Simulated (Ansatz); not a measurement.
Total energies of Cd13H34S13 from Ansatz at PBE0-D4/def2-TZVP, gas phase (1 Eh = 27.2114 eV = 2625.5 kJ/mol). The reference geometry is relaxed at PBE-D4/def2-SVP.

Cartesian coordinates in Å:
```
Cd -2.866 -3.703 -3.319
S -1.391 -4.666 -1.288
S -3.978 -1.586 -1.754
Cd -1.961 -0.619 -3.417
S -1.723 2.910 -1.770
Cd 0.214 -2.843 -0.640
S 2.777 -3.074 -0.686
S 0.001 -0.545 -1.631
Cd 1.855 0.165 -3.357
Cd 0.242 5.128 0.381
S 1.658 3.291 -1.362
Cd 3.846 -2.274 -3.150
S 3.987 0.282 -1.553
Cd -4.935 -0.799 0.481
S -4.972 1.988 -0.092
Cd -2.385 -2.083 3.198
S -0.170 -2.853 2.031
S -2.453 -0.209 1.451
Cd -0.435 1.148 0.152
Cd -2.542 3.794 2.975
S -0.243 3.044 1.744
Cd 1.720 -1.494 3.495
S 2.023 -0.039 1.502
Cd 4.348 -1.179 0.535
Cd 2.336 3.816 2.413
S 5.098 3.006 0.108
H -1.704 -2.355 -3.995
H -4.017 -4.732 -4.035
H -0.521 -5.383 -2.054
H -3.352 -4.077 1.079
H -5.086 -1.431 -2.530
H -2.317 0.963 -4.011
H -1.980 2.013 -2.818
H -3.031 2.926 -1.368
H 3.139 -4.350 -0.376
H 3.123 -3.902 2.272
H 1.731 1.472 -4.443
H -0.159 6.596 -0.344
H 2.060 3.862 -2.532
H 2.937 3.238 -0.841
H 2.280 -1.690 -3.818
H 5.396 -2.931 -3.298
H 5.204 0.388 -2.156
H -6.150 -1.248 1.580
H -6.191 2.395 0.361
H -4.329 2.323 1.132
H -3.990 -3.894 1.472
H -3.181 -2.636 4.572
H -0.045 -4.165 2.378
H -2.902 0.862 2.198
H -2.187 5.205 3.844
H -3.587 2.499 2.381
H 3.330 -4.055 2.999
H 1.935 -1.970 5.092
H 2.518 1.039 2.205
H 5.562 -1.602 1.641
H 2.093 5.362 1.631
H 3.099 2.531 3.227
H 5.431 4.003 0.982
H 4.840 2.139 1.124
```

| state | geometry | energy (Eh) |
| --- | --- | --- |
| charge 0 singlet | reference | -7376.53303 |
| charge 1 doublet | reference | -7376.23671 |
| charge -1 doublet | reference | -7376.57401 |
| free Cd atom (singlet) | – | -167.77479 |
| free S atom (triplet) | – | -397.97371 |
| free H atom (doublet) | – | -0.50104 |

In the def2 sets Cd takes a core potential; there is no spin–orbit coupling. Single mean-field runs in def2-TZVP are fitted with def2-universal-jkfit.

(1) Work out the vertical ionisation energy to the doublet.

(2) Work out the vertical electron affinity, to the doublet.

(3) Give the fundamental gap IE − EA, the Mulliken electronegativity (IE + EA)/2 and the hardness (IE − EA)/2.

(4) What is the binding energy per atom against free atoms?

(1) E(charge 1 doublet) − E(charge 0 singlet) = -7376.23671 − (-7376.53303) = 0.29632 Eh = 8.06 eV. For comparison, −ε of the highest occupied level is 7.03 eV at this level, 1.03 eV less.

(2) E(charge 0 singlet) − E(charge -1 doublet) = -7376.53303 − (-7376.57401) = 0.04098 Eh = 1.12 eV. The basis lacks diffuse functions, which makes affinities too small.

(3) From the values in Eh: IE − EA = 0.29632 − 0.04098 = 0.25534 Eh = 6.95 eV; (IE + EA)/2 = 4.59 eV; (IE − EA)/2 = 3.47 eV. The HOMO–LUMO gap of the same run is 5.13 eV, 1.82 eV smaller than the fundamental gap.

(4) Atoms: 13 × (-167.77479) + 13 × (-397.97371) + 34 × (-0.50104) = -7371.76586 Eh. Binding: -7371.76586 − (-7376.53303) = 4.76717 Eh = 129.72 eV, or 2.16 eV for each of 60 atoms (no zero-point energy, no counterpoise term).
